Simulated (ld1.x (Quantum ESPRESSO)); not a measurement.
# LDA (PZ) PAW dataset for silicon, scalar-relativistic all-electron reference.

Si, PAW, made with ld1.x (Quantum ESPRESSO) 7.5 (LDA (PZ), scalar-relativistic). Core [Ne], reference 3s2 3p2. Waves: 3s (bound): rcut 1.10, rcutus 1.50 bohr; 3s channel at 0.05 Ry: rcut 1.10, rcutus 1.50 bohr; 3p (bound): rcut 1.15, rcutus 1.50 bohr; 3p channel at 0.4 Ry: rcut 1.15, rcutus 1.50 bohr; 3d channel at 0.5 Ry: rcut 0.95, rcutus 1.20 bohr; 3d channel at 0.9 Ry: rcut 0.95, rcutus 1.20 bohr. Local part: all-electron potential smoothed inside 1.40 bohr (lloc = -1). Core correction: a·sin(br)/r model core inside 0.78 bohr. Augmentation charge: PSQ, inside the norm-conserving radii.

* Cutoffs needed: 15 Ry and 25 Ry (the cutoffs (Ry, on a coarse ladder) from which the occupation-weighted sum of valence levels, in a spherical-Bessel basis at the reference potential, stays within 10 and 1 mRy of its value at 400 Ry)
* Ghost test: no extra level below or beside the all-electron valence levels (s, p, d, f tested) (spherical-Bessel basis up to 400 Ry, 20 bohr box)
* Configuration tests: test run stopped at test 3 of 9 (negative rho)
* Lowest eigenvalue of the overlap operator: 0.55 (s channel)
* Density cutoff estimated by the generator: 412 Ry
